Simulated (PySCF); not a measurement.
## Calculated data, AlClH

Computed with PySCF 2.14.0. Calculation on a computer-drawn molecule: vertical ionisation energy to the stated ion spin, frozen-core CCSD(T) at the basis limit and cheaper methods, single-reference cases, UHF for radicals, no spin-orbit; all values are single points at the evaluated structure, the first of each entry, which is the reference or a displaced copy of it and isn't optimised; the reference structure only sets the zero of the energies above reference; triples share is (T) over the correlation energy.

Common to all runs: diffuse functions no; basis cc-pV(n+d)Z; reference is the Hartree-Fock double-zeta minimum; best is HF at quadruple zeta + MP2 correlation extrapolated from triple and quadruple zeta + CCSD(T) minus MP2 at triple zeta; basis step is the size of the change from the same recipe one zeta lower.

(1) AlClH

Evaluated structure:
```xyz
3
AlClH
Al    -0.6250     3.3281     2.6159
Cl    -2.5812     2.7898     2.3990
H      0.9284     3.7252     2.9670
```

Reference structure:
```xyz
3
AlClH
Al    -0.5374     3.3697     2.7010
Cl    -2.4770     2.9495     2.3909
H      0.9463     3.6911     2.9382
```

Settings of this run: charge 1, multiplicity 1 and ion multiplicity 2.

Results for AlClH: ionisation energy best 18.66 eV; ionisation energy basis step 0.07451 eV; energy above reference best 1.997 kcal/mol; energy above reference basis step 0.1359 kcal/mol; ionisation energy Koopmans at triple zeta 19.01 eV; ionisation energy EOM CCSD at triple zeta 18.58 eV; total energy HF triple zeta -701.8017 hartree; total energy CCSD(T) triple zeta -702.0784 hartree; total energy best -702.1237 hartree; T1 diagnostic at triple zeta 0.01152; D1 diagnostic at triple zeta 0.02159; ion T1 diagnostic at triple zeta 0.01064; ion D1 diagnostic at triple zeta 0.0285; ion spin squared at triple zeta 0.7606; triples share at triple zeta 0.03824; basis functions triple zeta 92.

Drawn bonds:
```
atom  other atom  order
   1           2      1
   1           3      1
```

Triple zeta:
```
 method  ionisation energy (eV)  energy above reference (kcal/mol)
     HF                   17.32                              2.666
    PBE                   18.43                              1.222
 r2SCAN                   18.55                              1.952
  B3LYP                   18.62                              1.951
  wB97X                   18.57                              2.394
    MP2                   18.59                              2.225
   CCSD                   18.38                              1.975
CCSD(T)                   18.48                              1.842
```

(2) AlClH

Evaluated structure:
```xyz
3
AlClH
Al    -0.6250     3.3281     2.6159
Cl    -2.7767     2.7360     2.3773
H      0.9284     3.7252     2.9670
```

Reference structure:
```xyz
3
AlClH
Al    -0.5374     3.3697     2.7010
Cl    -2.4770     2.9495     2.3909
H      0.9463     3.6911     2.9382
```

Here we set charge 1, multiplicity 1 and ion multiplicity 2.

It finds ionisation energy best 17.81 eV; ionisation energy basis step 0.06192 eV; energy above reference best 12.98 kcal/mol; energy above reference basis step 1.048 kcal/mol; ionisation energy Koopmans at triple zeta 18.26 eV; ionisation energy EOM CCSD at triple zeta 17.73 eV; total energy HF triple zeta -701.7824 hartree; total energy CCSD(T) triple zeta -702.0619 hartree; total energy best -702.1062 hartree; T1 diagnostic at triple zeta 0.01398; D1 diagnostic at triple zeta 0.02566; ion T1 diagnostic at triple zeta 0.01113; ion D1 diagnostic at triple zeta 0.02999; ion spin squared at triple zeta 0.7613; triples share at triple zeta 0.04019; basis functions triple zeta 92.

Drawn bonds:
```
atom  other atom  order
   1           2      1
   1           3      1
```

Triple zeta:
```
 method  ionisation energy (eV)  energy above reference (kcal/mol)
     HF                   16.43                              14.77
    PBE                   17.78                              10.53
 r2SCAN                   17.79                              12.82
  B3LYP                   17.77                              12.07
  wB97X                    17.7                              14.28
    MP2                   17.73                              13.15
   CCSD                   17.52                              12.77
CCSD(T)                   17.63                              12.23
```

(3) AlClH

Evaluated structure:
```xyz
3
AlClH
Al    -0.6250     3.3281     2.6159
Cl    -2.9944     2.6761     2.3532
H      0.9284     3.7252     2.9670
```

Reference structure:
```xyz
3
AlClH
Al    -0.5374     3.3697     2.7010
Cl    -2.4770     2.9495     2.3909
H      0.9463     3.6911     2.9382
```

Settings of this run: charge 1, multiplicity 1 and ion multiplicity 2.

It finds ionisation energy best 17.03 eV; ionisation energy basis step 0.04732 eV; energy above reference best 33.45 kcal/mol; energy above reference basis step 1.777 kcal/mol; ionisation energy Koopmans at triple zeta 17.63 eV; ionisation energy EOM CCSD at triple zeta 16.97 eV; total energy HF triple zeta -701.7468 hartree; total energy CCSD(T) triple zeta -702.0298 hartree; total energy best -702.0735 hartree; T1 diagnostic at triple zeta 0.01667; D1 diagnostic at triple zeta 0.03072; ion T1 diagnostic at triple zeta 0.0121; ion D1 diagnostic at triple zeta 0.03286; ion spin squared at triple zeta 0.7635; triples share at triple zeta 0.04234; basis functions triple zeta 92.

Drawn bonds:
```
atom  other atom  order
   1           2      1
   1           3      1
```

Triple zeta:
```
 method  ionisation energy (eV)  energy above reference (kcal/mol)
     HF                   15.59                              37.12
    PBE                   17.02                              29.04
 r2SCAN                      17                              33.08
  B3LYP                   16.99                              31.38
  wB97X                   16.89                              35.86
    MP2                   16.93                              34.24
   CCSD                   16.73                              33.38
CCSD(T)                   16.85                              32.37
```

(4) AlClH

Evaluated structure:
```xyz
3
AlClH
Al    -0.7728     1.1224     0.7819
Cl    -2.0109     2.4844     1.8576
H      0.5698     1.8321     0.4501
```

Reference structure:
```xyz
3
AlClH
Al    -0.8144     1.2443     0.6852
Cl    -2.0581     2.5107     1.8654
H      0.6614     1.7676     0.4309
```

It was run with charge 0, multiplicity 2 and ion multiplicity 1.

Results for AlClH: ionisation energy best 8.467 eV; ionisation energy basis step 0.0456 eV; energy above reference best 0.7484 kcal/mol; energy above reference basis step 0.01856 kcal/mol; total energy HF triple zeta -702.0662 hartree; total energy CCSD(T) triple zeta -702.3491 hartree; total energy best -702.3972 hartree; T1 diagnostic at triple zeta 0.01341; D1 diagnostic at triple zeta 0.04028; spin squared at triple zeta 0.7562; ion T1 diagnostic at triple zeta 0.01791; ion D1 diagnostic at triple zeta 0.04732; triples share at triple zeta 0.03765; basis functions triple zeta 92; dipole magnitude HF at triple zeta 2.128 debye; dipole magnitude CCSD unrelaxed at triple zeta 1.884 debye; dipole magnitude PBE at triple zeta 1.679 debye; dipole magnitude r2SCAN at triple zeta 1.793 debye; dipole magnitude B3LYP at triple zeta 1.879 debye; dipole magnitude wB97X at triple zeta 1.912 debye.

Drawn bonds:
```
atom  other atom  order
   1           2      1
   1           3      1
```

Triple zeta:
```
 method  ionisation energy (eV)  energy above reference (kcal/mol)
     HF                     8.4                             0.8232
    PBE                   8.401                             0.8242
 r2SCAN                   8.593                             0.7574
  B3LYP                   8.547                             0.7525
  wB97X                   8.501                             0.7158
    MP2                   8.411                              0.745
   CCSD                   8.436                              0.836
CCSD(T)                   8.411                              0.834
```
